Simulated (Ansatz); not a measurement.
Mulliken charges of CHFSSe, SMILES `FC(S)=[Se]` from ωB97M-V/def2-TZVPP in Ansatz (PBE0-D4/def2-TZVP geometry).

```
atom   x (Å)   y (Å)   z (Å)  charge (e)
  F1  -1.598   0.288   0.649      -0.123
  C2  -0.480  -0.109   0.053       0.075
  S3   0.783   0.989   0.498       0.017
 Se4  -0.429  -1.526  -0.983      -0.108
  H5   1.725   0.358  -0.218       0.139
```

**Question.** By hand: the dipole of these point charges (1 e Å = 4.8032 D).

**Answer.** Σ q r = (0.460, 0.188, 0.008) e Å, of length 0.497 e Å = 2.39 D.

**Question.** How does the dipole of the full density compare? (Best estimate.)

**Answer.** Ansatz gave: (0.367, 0.235, 0.068) e Å, 2.12 D; the point charges give 1.13 times that, at 13° from its direction.

Point charges leave out the atoms' own dipoles, such as those of lone pairs, and Mulliken's split depends on the basis, so the close match here is no proof of good charges.
